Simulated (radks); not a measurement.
Numerical settings for the boron ion B2+, [He] 2s1. All-electron calculation, non-relativistic Kohn-Sham, PBE, spin-polarised, spherical densities, point nucleus; open shells are filled with parallel spins first. Program: a radial shooting solver on a logarithmic mesh with Libxc functionals. The defaults (mesh step 0.008 in ln r, mesh end at 40 bohr or more with all orbitals vanishing there, Anderson mixing 0.5 over 9 steps, residual threshold near 1e-9 with the energy settled to 1e-9 hartree or 1e-11 of itself, here a cap of 97 iterations) give E = -23.3892 hartree and 2s at -32.656 eV in 13 iterations. Run on one thread of a shared host, so times are rough (Arm Neoverse V1): 0.05 s of CPU time, 0.05 s wall, 13 iterations on 2476 mesh points. Changes against that run (0 stands for a change within the tolerance of the run):

setting                     iterations  converged  E (mhartree)  e(2s) (meV)  CPU (s)
mesh step in ln r 0.12              97         no     -1.06e+05            -     0.16
mesh step in ln r 0.02              13        yes             0            0     0.03
mesh step in ln r 0.05              13        yes             0            0     0.02
mesh end (bohr) 20                  13        yes             0            0     0.05
mesh end (bohr) 8                   13        yes     +0.000328      +0.0291     0.05
residual threshold 0.1               8        yes             0       -0.107     0.04
residual threshold 1e-13            97         no             0            0     0.29
mixing 0.01                         19        yes             0            0     0.07
linear mixing, mixing 0.05          97         no      +0.00212        -65.2     0.31
linear mixing, mixing 0.2           96        yes             0            0     0.29
mixing history 3                    18        yes             0            0     0.07
iteration cap 5                      5         no     +0.000177        +10.7     0.02

No run marked as converged misses the energy by more than 1 mhartree. A mesh that ends early acts as a hard wall.
